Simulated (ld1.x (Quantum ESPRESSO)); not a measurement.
Reading a pseudo-wave (Mn)

Columns: radius, all-electron u(r) and pseudo u(r) of the 3p shell (level -56.22 eV) of manganese in the configuration [Ne] 3s2 3p6 3d5 4s1 4p1; PBE, scalar-relativistic, RRKJ scheme, ld1.x (Quantum ESPRESSO) 7.5.

| r (bohr) | all-electron | pseudo |
| --- | --- | --- |
| 0.093 | 0.4774 | -0.0459 |
| 0.185 | 0.5442 | -0.1740 |
| 0.278 | 0.1759 | -0.3647 |
| 0.370 | -0.2876 | -0.5817 |
| 0.463 | -0.6806 | -0.7934 |
| 0.555 | -0.9437 | -0.9635 |
| 0.648 | -1.0872 | -1.0751 |
| 0.740 | -1.1334 | -1.1196 |
| 0.833 | -1.1128 | -1.1055 |
| 0.925 | -1.0505 | -1.0482 |
| 1.018 | -0.9641 | -0.9637 |
| 1.110 | -0.8683 | -0.8683 |
| 1.203 | -0.7698 | -0.7698 |
| 1.295 | -0.6758 | -0.6758 |
| 1.388 | -0.5873 | -0.5873 |
| 1.480 | -0.5077 | -0.5077 |
| 1.573 | -0.4358 | -0.4358 |
| 1.665 | -0.3731 | -0.3731 |
| 1.758 | -0.3177 | -0.3177 |
| 1.850 | -0.2702 | -0.2702 |
| 1.943 | -0.2288 | -0.2288 |
| 2.035 | -0.1937 | -0.1937 |
| 2.128 | -0.1634 | -0.1634 |
| 2.220 | -0.1379 | -0.1379 |
| 2.313 | -0.1160 | -0.1160 |
| 2.405 | -0.0976 | -0.0976 |

Problem. How many radial nodes do the two functions have?

Solution. The all-electron 3p function has n − l − 1 = 1; the pseudo-wave has 0, since the states of the same l below it are removed with the core.

Problem. At about which radius was the pseudo-wave matched?

Solution. 1.20 bohr. The columns agree to 0.0005 from 1.02 bohr on; several derivatives are matched, so the curves merge somewhat inside the radius.

Problem. Where does each function peak?

Solution. Outermost all-electron maximum near 0.74 bohr, pseudo maximum near 0.74 bohr (to the table’s step).

Problem. Is the pseudo-wave norm-conserving?

Solution. Yes: the RRKJ scheme keeps the norm inside the radius equal to the all-electron one, which fixes the energy derivative of the logarithmic derivative at the level.
